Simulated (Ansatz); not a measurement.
`[NH2][GeH]([OH])[F]` and `[NH2][Ge]([NH2])([OH])[F]` differ in one atom or group.

Ansatz, PBE0-D4/def2-TZVP geometries, multiplicity 1. Each molecule was computed in one conformer, which needn't be the lowest.

Scalar relativity is left out up to krypton.

```csv
property,`[NH2][GeH]([OH])[F]`
HOMO energy (PBE0/def2-TZVPP) / eV,-8.14
size of the dipole moment (ωB97M-V/def2-TZVPP) / D,0.91
LUMO energy (PBE/def2-TZVPP) / eV,-0.51
HOMO–LUMO gap (PBE0/def2-TZVPP) / eV,8.60
HOMO energy (B3LYP/def2-TZVPP) / eV,-7.87
"ideal-gas entropy at 298 K and 1 bar (rigid rotor, harmonic PBE0-D4/def2-TZVP) / J/(mol·K)",327
```

Give the same properties after the change, and the shifts. (Estimate.)

Ansatz gave: 
| property | `[NH2][Ge]([NH2])([OH])[F]` | shift |
| --- | --- | --- |
| HOMO energy (PBE0/def2-TZVPP) / eV | -7.90 | 0.24 |
| size of the dipole moment (ωB97M-V/def2-TZVPP) / D | 0.87 | -0.04 |
| LUMO energy (PBE/def2-TZVPP) / eV | -0.80 | -0.29 |
| HOMO–LUMO gap (PBE0/def2-TZVPP) / eV | 8.02 | -0.58 |
| HOMO energy (B3LYP/def2-TZVPP) / eV | -7.64 | 0.23 |
| ideal-gas entropy at 298 K and 1 bar (rigid rotor, harmonic PBE0-D4/def2-TZVP) / J/(mol·K) | 359 | 32 |

With PBE0 the HOMO rises by 0.24 eV and the LUMO falls by 0.34 eV, so the gap narrows by about 0.58 eV. PBE moves the HOMO by 0.24 eV and ωB97M-V by 0.25 eV. The zero-point energy changes by 48.2 kJ/mol with +6 modes. Dipoles are sizes alone; their direction can turn.

B3LYP here is the variant with VWN-RPA as its local correlation; programs differ in this.
